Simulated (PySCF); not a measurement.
Species: C6H14O2SSi3.
Geometry (PBE0-D3(BJ)/def2-SVP, Å), atoms numbered from 1 in this order:
```
atom  x, y, z in Å
C1    -0.2601    0.5077    3.5376
S2    -1.2334    0.6464    2.0015
Si3   -0.1615   -0.7601    0.7965
C4    -0.2787   -2.5185    1.3837
O5     1.4584   -0.3753    0.7889
Si6    2.4211    0.8256    0.1372
Si7    1.3522    2.0804   -1.5389
C8    -0.9040   -0.5129   -0.8929
C9    -1.8540    0.3480   -1.3850
C10   -1.9989    0.0585   -2.7724
C11   -1.1253   -0.9590   -3.0283
O12   -0.4683   -1.3109   -1.9124
H13   -0.5529    1.3492    4.1787
H14   -0.4776   -0.4318    4.0648
H15    0.8164    0.5771    3.3287
H16   -1.3306   -2.8257    1.4757
H17    0.2140   -2.6399    2.3601
H18    0.2227   -3.1827    0.6625
H19    3.6390    0.1761   -0.4365
H20    2.8635    1.7374    1.2388
H21    2.3546    3.0848   -2.0245
H22    0.9478    1.2265   -2.6971
H23    0.1699    2.8182   -1.0024
H24   -2.3784    1.1092   -0.8097
H25   -2.6595    0.5429   -3.4880
H26   -0.8742   -1.5124   -3.9303
```

Method used: PBE0-D3(BJ)/def2-SVP geometry optimisation, gas phase (PySCF 2.14.0).

Take the most abundant isotopes and a rigid rotor. The values belong to one conformer with, in the numbering `[CH3:1][S:2][Si@:3]([CH3:4])([O:5][SiH2:6][SiH3:7])[c:8]1[cH:9][cH:10][cH:11][o:12]1`, C1–S2–Si3–C4 66°, S2–Si3–O5–Si6 -71°, Si3–O5–Si6–Si7 -15°, S2–Si3–C8–C9 3°.

Task: Give the principal moments of inertia and the rotational constants in MHz.

Result: Ia = 804.09, Ib = 1036.07, Ic = 1348.90 u·Å²; 505379 MHz·u·Å²/I gives A = 628.5, B = 487.8, C = 374.7 MHz.

Task: Classify the top.

Result: An asymmetric top: κ = (2 × 487.8 − 628.5 − 374.7)/(628.5 − 374.7) = -0.11.

Task: What does the inertial defect say?

Result: Not planar: Δ = Ic − Ia − Ib = -491.26 u·Å². For a rigid frame Δ = −2 Σ m c², so Σ m c² = 245.63 u·Å² lies off the ab plane: 35.47 from hydrogen and 210.16 from heavier atoms. The atom farthest from that plane is 2.75 Å away.

Task: List the rotational levels J(Ka,Kc) to J = 5 (MHz).

Result: Above 0(0,0):
J = 1: 1(0,1) 862, 1(1,1) 1003, 1(1,0) 1116
J = 2: 2(0,2) 2541, 2(1,2) 2615, 2(1,1) 2954, 2(2,1) 3376, 2(2,0) 3422
J = 3: 3(0,3) 4980, 3(1,3) 5008, 3(1,2) 5674, 3(2,2) 5964, 3(2,1) 6159, 3(3,1) 6975, 3(3,0) 6988
J = 4: 4(0,4) 8157, 4(1,4) 8166, 4(1,3) 9217, 4(2,3) 9376, 4(2,2) 9841, 4(3,2) 10490, 4(3,1) 10570, 4(4,1) 11818, 4(4,0) 11821
J = 5: 5(0,5) 12077, 5(1,5) 12079, 5(1,4) 13519, 5(2,4) 13588, 5(2,3) 14423, 5(3,3) 14872, 5(3,2) 15129, 5(4,2) 16231, 5(4,1) 16256, 5(5,1) 17915, 5(5,0) 17916
The levels of one J sum to (2J + 1)J(J + 1)(A + B + C)/3.

Task: Which types of transition are allowed, and where do some lines up to J = 2 fall?

Result: The dipole components are |μa| = 0.02 D, |μb| = 0.75 D, |μc| = 0.39 D. The squared components, which scale the intensities, stand as 0.00 : 1.00 : 0.27 (a : b : c). Some of the stronger lines:

```tsv
type	branch	J(Ka,Kc)	MHz	lower level (cm⁻¹)
b	Q	2(1,1) ← 2(0,2)	413	0.085
c	Q	2(2,1) ← 2(1,1)	422	0.099
b	Q	2(2,0) ← 2(1,1)	468	0.099
b	Q	2(2,1) ← 2(1,2)	762	0.087
b	R	1(1,1) ← 0(0,0)	1003	0.000
c	R	1(1,0) ← 0(0,0)	1116	0.000
b	R	2(0,2) ← 1(1,1)	1538	0.033
b	R	2(1,2) ← 1(0,1)	1752	0.029
c	R	2(1,1) ← 1(0,1)	2092	0.029
b	R	2(2,1) ← 1(1,0)	2260	0.037
c	R	2(2,0) ← 1(1,0)	2306	0.037
c	R	2(2,1) ← 1(1,1)	2373	0.033
b	R	2(2,0) ← 1(1,1)	2419	0.033
```

Task: Estimate the classical rotational partition function at 25 K, 50 K and 100 K.

Result: Point group C1, symmetry number σ = 1; q = (√π/σ)·√((kT/h)³/(ABC)), k/h = 20836.6 MHz/K: 62200 at 25 K, 176000 at 50 K, 497000 at 100 K.

PBE0-D3(BJ)/def2-SVP frequencies: not computed here. Constants of a rigid frame at the computed geometry: no zero-point averaging, no centrifugal distortion. A rigid rotor knows nothing of internal rotation, which can split or shift real lines.

Hardware: an Intel Xeon 6975P-C with 2 threads, no GPU, shared host with 192 logical CPUs at a one-minute load of 35. Cost: 5.2 min wall, 12 min CPU, 2.0 GiB resident at most. That covers the optimisation of the geometry.
